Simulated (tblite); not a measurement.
Species: C₇H₁₃ (doublet state).
Z-matrix (Å and degrees, GFN2-xTB geometry), rows numbered from 1:
```
C 
C   1  1.4661
C   2  1.5691  1  113.49
C   3  1.5327  2  108.31  1  -179.60
C   3  1.5262  2  109.06  1   -60.41
C   3  1.5025  2  108.31  1    63.21
C   6  1.3198  3  127.35  2  -119.82
H   1  1.0731  2  119.89  3   -67.26
H   1  1.0721  2  121.34  3   104.64
H   2  1.0915  1  110.49  3  -121.26
H   2  1.0965  1  110.06  3   118.95
H   4  1.0882  3  110.03  2  -179.80
H   4  1.0879  3  110.57  2    60.43
H   4  1.0880  3  110.92  2   -59.94
H   5  1.0877  3  110.54  2  -178.56
H   5  1.0873  3  110.43  2    60.50
H   5  1.0880  3  109.96  2   -58.99
H   6  1.0839  3  113.59  2    60.22
H   7  1.0775  6  121.25  3  -179.82
H   7  1.0759  6  122.95  3     0.10
```

Method: GFN2-xTB as coded in tblite; computed harmonic values from a numerical Hessian at the method's own geometry, unscaled. Errors from tens to a few hundred cm⁻¹ against measured bands are possible. One conformer, not necessarily the lowest. Open shells enter through the occupations alone, without spin polarisation, and single modes of such species can be off by tens of per cent.

Harmonic wavenumbers (cm⁻¹): 64.9, 101.6, 127.3, 212.4, 220.2, 272.2, 286.3, 302.0, 350.1, 396.4, 418.5, 507.9, 523.9, 672.5, 744.8, 808.1, 894.6, 901.2, 952.6, 965.3, 1003.7, 1025.5, 1041.6, 1048.4, 1136.1, 1168.4, 1180.7, 1207.9, 1273.4, 1306.6, 1325.0, 1397.8, 1403.5, 1413.9, 1419.7, 1468.8, 1494.8, 1495.9, 1504.7, 1509.8, 1714.1, 2899.8, 2976.8, 3023.8, 3024.6, 3028.4, 3032.5, 3035.8, 3037.0, 3039.3, 3104.1, 3132.4, 3133.5, 3172.8.

A = 2805, B = 2436, C = 1885 MHz; mass 97.102 u (most abundant isotopes); point group C1, symmetry number 1; spin multiplicity 2.

Task: Zero-point energy?

Result: ½Σν̃ = 38452 cm⁻¹ = 459.99 kJ/mol.

Task: Entropy at 298.15 K, 1 bar (ideal gas, RRHO, classical rotation)?

Result: Translation 165.92, rotation 115.54, vibration 106.65, spin (R ln 2) 5.76: S = 393.9 J/(mol K).

Task: And Cp and H(298.15 K) − H(0)?

Result: Cp = 155.25 J/(mol K), of which vibrations give 121.99 (their classical limit is 54 R = 449.0); H(298.15 K) − H(0) = 27.72 kJ/mol without the zero-point energy, 17.80 from vibrations.

Task: Blend soft modes into free rotors: weight 1/[1 + (100 cm⁻¹/ν̃)⁴] for the oscillator and the rest for a rotor with moment μB/(μ + B), μ = h/(8π²ν), B = 10⁻⁴⁴ kg m². What vibrational entropy results?

Result: 101.55 J/(mol K) in place of 106.65, which changes −T·S at 298.15 K by +1.52 kJ/mol.

Task: Which modes carry the vibrational entropy at 298.15 K?

Result: 64.9 cm⁻¹: 18.00; 101.6 cm⁻¹: 14.32; 127.3 cm⁻¹: 12.50; 212.4 cm⁻¹: 8.46; 220.2 cm⁻¹: 8.19; 272.2 cm⁻¹: 6.62 J/(mol K); the other 48 give 38.56 together.

Task: How do the functions run with temperature in this model?

Result: 
| T (K) | S (J/(mol K)) | Cp (J/(mol K)) | H − H(0) (kJ/mol) | G − H(0) (kJ/mol) | ln q(vib) |
| --- | --- | --- | --- | --- | --- |
| 100 | 276.3 | 72.9 | 4.96 | -22.67 | 1.09 |
| 200 | 340.4 | 115.4 | 14.45 | -53.63 | 3.31 |
| 300 | 394.8 | 156.0 | 28.01 | -90.45 | 5.69 |
| 500 | 493.2 | 233.0 | 67.19 | -179.43 | 10.55 |
| 800 | 621.4 | 312.1 | 149.91 | -347.19 | 17.70 |
| 1000 | 695.1 | 348.0 | 216.09 | -478.98 | 22.22 |

q(vib) and H(0) count from the zero-point level.

Task: What must be added to the electronic energy to get the Gibbs energy at 298.15 K and 1 bar?

Result: ZPE + [H(298.15 K) − H(0)] − T·S = 459.99 + 27.72 − 117.43 = 370.28 kJ/mol.

Hindered rotation and anharmonicity are outside this model. Other conformers, if any are populated, would add a mixing term that is left out. The structure is chiral; the term R ln 2 for an equal mix with its mirror image is left out.
